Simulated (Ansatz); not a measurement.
Z-matrix (Å, degrees):
```
C
C 1 1.331
H 1 1.086 2 121.6
H 1 1.085 2 121.7 3 179.1
Ge 2 1.928 1 121.7 3 178.8
H 2 1.087 1 120.3 3 2.0
F 5 1.752 2 105.0 1 11.1
H 5 1.553 2 114.8 1 126.6
```

The species carries charge 0 and has multiplicity 2.

List the B3LYP/def2-TZVPP orbital energies in eV (the Gaussian-basis code of Ansatz). (Estimate.)

Computed: α occupied: -10850.88, -1355.18, -1206.12, -1206.09, -1206.06, -670.65, -277.42, -277.38, -169.77, -120.07, -120.03, -119.92, -33.97, -33.60, -33.54, -33.50, -33.49, -30.79, -21.33, -16.50, -14.71, -12.97, -11.99, -11.43, -11.06, -10.59, -9.12, -8.39, -5.98. α empty: -0.84, -0.05, 1.40, 1.53, 1.97, 2.46, 3.51, 4.26. β occupied: -10850.85, -1355.16, -1206.08, -1206.06, -1206.04, -670.59, -277.38, -277.35, -169.71, -120.01, -119.93, -119.90, -33.91, -33.50, -33.49, -33.42, -33.41, -30.66, -21.22, -16.30, -14.44, -12.87, -11.86, -11.22, -10.83, -10.46, -8.84, -8.17. β empty: -3.37, -0.55, 0.21, 1.50, 1.68, 2.32, 2.51, 3.60. ⟨S²⟩ = 0.754.

B3LYP here is the variant with VWN-RPA as its local correlation; programs differ in this.
